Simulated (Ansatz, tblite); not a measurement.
Forces on (H2B-mu-NHMe)3 (C₃H₁₈B₃N₃) at its r2SCAN-D4/def2-SVP geometry. The state is a singlet with charge 0.

The xTB rows come from tblite.

GFN2-xTB (tblite), largest force 0.69 eV/Å:

```xyz
27
positions Å, forces eV/Å
B     1.167   -0.228    0.810    0.196    0.204    0.388
H     1.201    0.601    1.704    0.030   -0.492   -0.485
H     2.111   -1.016    0.838   -0.406    0.326   -0.026
N     1.181    0.530   -0.583    0.372    0.100   -0.163
C     2.390    1.375   -0.669   -0.149   -0.084    0.040
B    -0.100    1.409   -0.894   -0.018    0.360    0.048
H    -0.034    1.807   -2.056   -0.045   -0.155    0.518
H    -0.161    2.309   -0.076    0.000   -0.457   -0.497
N    -1.389    0.489   -0.739   -0.194   -0.006   -0.181
C    -1.613   -0.418   -1.881    0.228   -0.032    0.170
B    -1.511   -0.225    0.679   -0.211    0.137    0.263
H    -1.610    0.630    1.540   -0.014   -0.474   -0.482
H    -2.461   -1.005    0.651    0.402    0.363    0.019
N    -0.183   -1.051    0.937   -0.002   -0.333    0.253
C    -0.248   -1.684    2.271    0.013    0.104   -0.141
H     1.279   -0.169   -1.326   -0.135    0.195    0.258
H     2.446    1.861   -1.655    0.013   -0.142    0.301
H     3.292    0.770   -0.492   -0.259    0.206   -0.069
H     2.324    2.150    0.106    0.051   -0.254   -0.273
H    -2.162    1.159   -0.736    0.241   -0.239   -0.032
H    -0.803   -1.163   -1.930   -0.246    0.245    0.034
H    -1.608    0.142   -2.828   -0.087   -0.157    0.272
H    -2.561   -0.963   -1.764    0.232    0.213   -0.084
H    -0.150   -1.824    0.265   -0.025    0.322    0.137
H     0.651   -2.291    2.448   -0.290    0.170   -0.033
H    -1.151   -2.307    2.353    0.285    0.173   -0.001
H    -0.295   -0.889    3.026    0.016   -0.293   -0.236
```

PBE-D4/def2-TZVP (Ansatz), largest force 0.27 eV/Å:

```
B 0.131 0.010 0.128
H 0.003 -0.088 -0.088
H -0.077 0.074 0.007
N -0.092 -0.021 0.041
C 0.204 0.145 -0.009
B 0.023 0.145 -0.064
H -0.009 -0.024 0.107
H 0.000 -0.083 -0.082
N -0.013 0.133 0.127
C -0.016 -0.181 -0.202
B -0.124 -0.025 0.099
H 0.003 -0.081 -0.085
H 0.078 0.077 0.010
N -0.002 0.084 -0.059
C -0.009 -0.103 0.228
H 0.023 -0.063 -0.085
H -0.007 -0.026 0.039
H -0.044 0.020 -0.009
H -0.002 -0.032 -0.027
H -0.078 0.060 -0.008
H -0.039 0.025 -0.009
H 0.003 -0.014 0.051
H 0.042 0.031 0.007
H -0.002 -0.092 -0.057
H -0.038 0.027 -0.015
H 0.038 0.026 -0.011
H 0.003 -0.026 -0.033
```

r2SCAN-D4/def2-TZVP (Ansatz), largest force 0.40 eV/Å:

```
B 0.206 0.024 0.210
H -0.014 -0.177 -0.197
H -0.184 0.155 -0.004
N -0.078 -0.173 -0.116
C 0.308 0.237 0.002
B 0.034 0.242 -0.085
H -0.015 -0.079 0.232
H 0.012 -0.200 -0.165
N -0.158 0.238 0.105
C -0.029 -0.265 -0.301
B -0.194 -0.022 0.169
H 0.031 -0.177 -0.188
H 0.189 0.157 0.005
N 0.006 -0.077 -0.209
C -0.016 -0.139 0.362
H -0.002 0.130 0.117
H -0.029 -0.140 0.249
H -0.248 0.141 -0.049
H -0.002 -0.211 -0.195
H 0.132 -0.136 -0.023
H -0.195 0.190 0.023
H -0.001 -0.127 0.263
H 0.245 0.159 -0.012
H -0.012 0.118 0.129
H -0.231 0.161 -0.067
H 0.233 0.163 -0.043
H 0.014 -0.192 -0.213
```
